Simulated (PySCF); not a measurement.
# Electron correlation in Mn²³⁺ (manganese, charge +23)

Starting occupation: 1s2. Calculation: PySCF 2.14, in an even-tempered Gaussian basis (17 s from 2.7 bohr⁻², ratio 2.6; 11 p from 3.5 bohr⁻², ratio 2.6; 6 d from 3.6 bohr⁻², ratio 2.8; 3 f from 160 bohr⁻², ratio 2.8); X2C-1e with screened-nucleus spin-orbit coupling, Gaussian nucleus. Frozen: nothing; 2 electrons correlated; the 34 highest virtual spinors left out.

Total MP2 correlation energy: -47.03 mhartree.

With two correlated electrons CCSD is exact within the correlated space (frozen core and kept virtual orbitals).

The virtual space was cut to 52 spinors, which keep -44.54 of the -47.03 mhartree of MP2 correlation.

| level | correlation energy (mhartree) |
| --- | --- |
| CCSD | -45.14 |

Diagnostics: T1 = 4.1e-06, largest double amplitude 0.002.

Cost of the coupled-cluster step: roughly 4 core-seconds, for 2 occupied and 52 virtual spinors.

Iterations:

```
Init t2, MP2 energy = -0.0445355429198197
CCSD nocc = 2, nmo = 54
Init t2, MP2 energy = -0.0445355429198197
Init E_corr(GCCSD) = -0.0445355429198197
cycle = 1  E_corr(GCCSD) = -0.0451261302177676  dE = -0.000590587298  norm(t1,t2) = 0.000111245
cycle = 2  E_corr(GCCSD) = -0.0451368316470968  dE = -1.07014293e-05  norm(t1,t2) = 2.42249e-06
cycle = 3  E_corr(GCCSD) = -0.0451370580730838  dE = -2.26425987e-07  norm(t1,t2) = 6.08919e-08
cycle = 4  E_corr(GCCSD) = -0.0451370578104091  dE = 2.62674764e-10  norm(t1,t2) = 4.21029e-10
GCCSD converged
E(GCCSD) = -614.522369439938  E_corr = -0.04513705781040905
```

The coupled-cluster values are those of the cut space; adding the MP2 remainder, -2.49 mhartree, estimates the full space.
